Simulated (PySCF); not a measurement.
Species: C3F6PS2 (charge -1).
Numbering: `[F:1][C:2]([F:3])([F:4])[P:5]([C:6](=[S:7])[S-:8])[C:9]([F:10])([F:11])[F:12]`
Bond orders are those of one Lewis drawing.

Method: PBE0-D3(BJ)/def2-SVP geometry optimisation, gas phase in PySCF 2.14.0; density fitting, grid level 1; the optimiser is geomeTRIC in internal coordinates, started from a GFN2-xTB structure with every atom displaced at random (about 0.01 Å).

Step 0: E = -50319.1881 eV
```
atom  x, y, z in Å  |  force x, y, z in eV/Å
F1     -1.4500   -0.4695    1.2906   -0.217   0.196  -0.335
C2     -1.4797   -0.6318   -0.0414    0.127   0.185  -0.084
F3     -2.5584    0.0618   -0.5182    0.530  -0.296   0.369
F4     -1.7327   -1.9178   -0.2620   -0.256  -0.399  -0.128
P5      0.1394   -0.1838   -1.0199   -0.805   0.658   0.720
C6      1.4709   -1.1265   -0.2137    0.545  -0.193  -0.338
S7      1.3514   -2.3085    0.9279   -0.072  -0.112   0.132
S8      2.7980   -0.4600   -1.0384    0.135  -0.134   0.161
C9      0.3491    1.4170    0.0374    0.075   0.217  -0.630
F10     1.2182    2.2512   -0.5456    0.021   0.065   0.043
F11    -0.8244    2.0857    0.0832    0.008  -0.074   0.096
F12     0.7571    1.2540    1.2913   -0.090  -0.113  -0.006
```

Step 1: E = -50319.2561 eV
```
atom  x, y, z in Å  |  force x, y, z in eV/Å
F1     -1.4206   -0.5262    1.3026   -0.030   0.071   0.027
C2     -1.4492   -0.6726   -0.0208   -0.108  -0.158   0.060
F3     -2.5203    0.0253   -0.4565   -0.054   0.064  -0.035
F4     -1.7128   -1.9585   -0.2804   -0.043   0.088  -0.068
P5      0.0935   -0.1276   -0.9940    0.280   0.137   0.122
C6      1.4925   -1.1150   -0.2559   -0.042  -0.056   0.025
S7      1.1788   -2.3150    0.8467    0.169  -0.189   0.072
S8      2.9354   -0.5789   -0.9300   -0.135   0.137  -0.058
C9      0.3329    1.4803    0.0133   -0.109  -0.060  -0.107
F10     1.1665    2.3198   -0.6060    0.041  -0.039  -0.020
F11    -0.8477    2.1288    0.1202    0.042  -0.009   0.005
F12     0.7898    1.3115    1.2518   -0.010   0.014  -0.023
```

Problem. Estimate the geometry and energy of step 2. (The exact step hangs on the optimiser's Hessian estimate; all steps are aligned on step 1, rigid shifts and turns removed.)

Solution. E = -50319.2440 eV, largest force 0.520 eV/Å
```
atom  x, y, z in Å  |  force x, y, z in eV/Å
F1     -1.5212   -0.4869    1.3011    0.030  -0.135   0.116
C2     -1.5033   -0.6549   -0.0206   -0.028   0.144  -0.102
F3     -2.5299    0.0805   -0.5044   -0.044   0.031  -0.022
F4     -1.8106   -1.9290   -0.2849    0.118  -0.054   0.102
P5      0.0940   -0.1664   -0.9527    0.177  -0.248   0.123
C6      1.5082   -1.1429   -0.2223    0.148  -0.154   0.121
S7      1.4433   -2.4041    0.8600   -0.479   0.161  -0.120
S8      2.8576   -0.4627   -0.9542    0.135   0.176  -0.211
C9      0.3422    1.4518    0.0189    0.005   0.021  -0.099
F10     1.2043    2.2550   -0.6099   -0.085   0.051   0.038
F11    -0.8252    2.1265    0.0933    0.031  -0.001  -0.010
F12     0.7795    1.3052    1.2668   -0.008   0.008   0.062
```

The energy changes by +0.0121 eV. The first-order estimate −F·Δx gives -0.1184 eV and the mean of the old and new forces, exact on a quadratic surface, +0.0022 eV. The step makes an angle of 57° with the force vector and moves no atom by more than 0.279 Å. The energy falls at the start of this step and ends higher, so the step passed the lowest point of its straight line.

What follows is the cost of the whole optimisation. Hardware: one thread of an Arm Neoverse V2, shared host with 48 logical CPUs at a one-minute load of 16. Cost: 3.1 min wall, 0.92 GiB resident at most.
